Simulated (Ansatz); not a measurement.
Z-matrix (Å, degrees):
```
C
S 1 1.816
H 1 1.089 2 111.0
H 1 1.089 2 110.5 3 122.2
H 1 1.090 2 107.0 3 -119.0
Si 2 2.128 1 100.5 3 -75.6
Si 6 2.343 2 112.1 1 62.0
N 6 1.717 2 110.2 1 -57.3
H 6 1.492 2 101.4 1 179.5
H 7 1.489 6 110.7 2 -46.5
H 7 1.491 6 111.4 2 -166.3
H 7 1.487 6 109.8 2 73.4
H 8 1.008 6 121.0 2 -59.3
H 8 1.007 6 120.8 2 150.8
```

Total charge 0; spin multiplicity 1.

Problem. List the B3LYP/def2-TZVPP orbital energies in eV (the Gaussian-basis code of Ansatz). (Estimate.)

Solution. The calculation gave: Occupied: -2417.42, -1799.37, -1798.70, -389.20, -277.45, -215.43, -159.99, -159.89, -159.80, -143.82, -143.29, -99.16, -99.13, -99.11, -98.60, -98.60, -98.59, -23.36, -21.08, -17.42, -15.13, -13.80, -13.55, -11.87, -11.74, -11.24, -9.83, -9.61, -9.47, -8.85, -7.87, -7.37, -6.51. Lowest empty: -0.15, -0.03, 0.28, 0.74, 1.17, 1.28, 1.84, 1.89.

B3LYP here is the variant with VWN-RPA as its local correlation; programs differ in this.
